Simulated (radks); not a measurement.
All-electron atom: Au in [Xe] 4f14 5d10 6s1.

Calculated with a radial shooting solver on a logarithmic mesh with Libxc functionals: Dirac Kohn-Sham, PBEsol, spin-unpolarised, spherical densities, finite nucleus; Fermi nuclear charge, rms radius 5.4371 fm.

Energy parts (eV):
total: -518064.47
kinetic: 594699.31
electron-nucleus: -1304684.94
Hartree: 201720.09
exchange-correlation: -9798.92

Orbitals (lengths in bohr, moments of r in powers of bohr; r(max) is where P^2 peaks):
orbital,occ.,eigenvalue (eV),<r^4>,<r^2>,<1/r>,r(max),small-component weight
1s1/2,2,-80581.30,4.256e-07,0.0003936,95.65,0.01042,8.99e-02
2s1/2,2,-14207.71,0.00006197,0.005942,23.51,0.06041,2.06e-02
2p1/2,2,-13629.97,0.00003680,0.004203,23.48,0.04447,2.07e-02
2p3/2,4,-11795.52,0.00005701,0.005391,19.13,0.05184,1.84e-02
3s1/2,2,-3352.875,0.002255,0.03860,8.630,0.1700,6.88e-03
3p1/2,2,-3091.907,0.001965,0.03518,8.547,0.1586,6.83e-03
3p3/2,4,-2687.152,0.002713,0.04160,7.414,0.1736,6.16e-03
3d3/2,4,-2251.760,0.001800,0.03191,7.313,0.1352,6.05e-03
3d5/2,6,-2164.729,0.001983,0.03365,7.054,0.1393,5.87e-03
4s1/2,2,-727.2994,0.05072,0.1873,3.653,0.3833,2.33e-03
4p1/2,2,-615.8309,0.05413,0.1910,3.544,0.3814,2.24e-03
4p3/2,4,-518.6729,0.07416,0.2238,3.150,0.4124,1.98e-03
4d3/2,4,-335.7933,0.08881,0.2364,2.947,0.4052,1.78e-03
4d5/2,6,-317.6963,0.09772,0.2480,2.856,0.4148,1.71e-03
5s1/2,2,-108.0978,1.362,0.9665,1.478,0.8489,5.87e-04
4f5/2,6,-83.1002,0.1823,0.2975,2.481,0.3731,1.34e-03
4f7/2,8,-79.2878,0.1935,0.3061,2.445,0.3777,1.31e-03
5p1/2,2,-71.8966,1.966,1.140,1.350,0.8969,5.01e-04
5p3/2,4,-55.3549,2.922,1.381,1.204,0.9774,4.21e-04
5d3/2,4,-7.8669,18.31,2.978,0.8513,1.194,2.19e-04
5d5/2,6,-6.3369,23.94,3.341,0.8088,1.235,1.99e-04
6s1/2,1,-5.8127,149.1,9.353,0.4489,2.315,5.98e-05

The highest occupied level is 6s1/2 at -5.813 eV. The density falls to 0.001 e/bohr^3 at r = 4.27 bohr.
